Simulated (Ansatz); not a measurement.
Input for Ansatz (an electronic-structure program): U-PBE/def2-TZVPP on HISn (SMILES [SnH][I]), a point of a bond scan (R = 1.961 Å). Elements past Kr take the def2 small-core potentials; no spin–orbit coupling.

Ansatz 0.2 input:
```yaml
crystal:
  periodic: [false, false, false]
  atoms:
    - {symbol: Sn, position_ang: [0.45232825, 0.91499533, 0.96539677]}
    - {symbol: H, position_ang: [0.75808401, 2.30306025, -0.38628891]}
    - {symbol: I, position_ang: [-0.44050378, -0.90427621, -0.90578170]}
basis:
  gaussian:
    orbitals: def2-TZVPP
hamiltonian:
  xc: {name: PBE}
magnetization: {spin_polarized: true, initial_magnetization: 0}
```

What total energy does the run end on?

-512.6277 hartree.
